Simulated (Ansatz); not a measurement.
Computed with Ansatz on PBE0-D4/def2-TZVP structures; ΔE is electronic, products minus reactants. CCSD(T)/CBS is the MP2 limit (def2-TZVPP, def2-QZVPP) plus CCSD(T) − MP2 in def2-TZVPP, frozen cores. This one scheme is used for every species. DFT in def2-TZVPP. Each species was taken in one conformer, which may not be the lowest.

Consider the ligand exchange at the Si–O bond: `CO[SiH2]C` + `N=CF` → `C[SiH2]/N=C/F` + CH₃OH.

(1) Is it downhill or uphill in electronic energy at CCSD(T)/CBS, and by how much? (An estimate is asked.)

(2) What do these levels give: BLYP, r2SCANh, LC-ωPBE, CCSD(T)/def2-SVP, CCSD/def2-TZVPP, MP2/def2-QZVPP? (Best estimate.)

Largest T1 diagnostic among the species: 0.013.

## Answers

(1) Computed: Uphill: ΔE = +9.2 kcal/mol.

(2) The calculation gave: BLYP 8.5, r2SCANh 8.8, LC-ωPBE 8.7, CCSD(T)/def2-SVP 9.7, CCSD/def2-TZVPP 9.8, MP2/def2-QZVPP 8.7 kcal/mol.

Leaving LDA and LC-ωPBE aside and taking each functional with its dispersion term where it has one, the values, not all of them listed here, spread over 2.0 kcal/mol, from revPBE-D4 to BHLYP-D4. In def2-TZVPP, CCSD(T) changes the Hartree–Fock value by −0.9 kcal/mol (the triples alone add −0.3 kcal/mol) and MP2 by −1.6 kcal/mol. From BLYP to BHLYP (50 % exact exchange), in def2-TZVPP and without D4, ΔE moves by +1.1 kcal/mol.
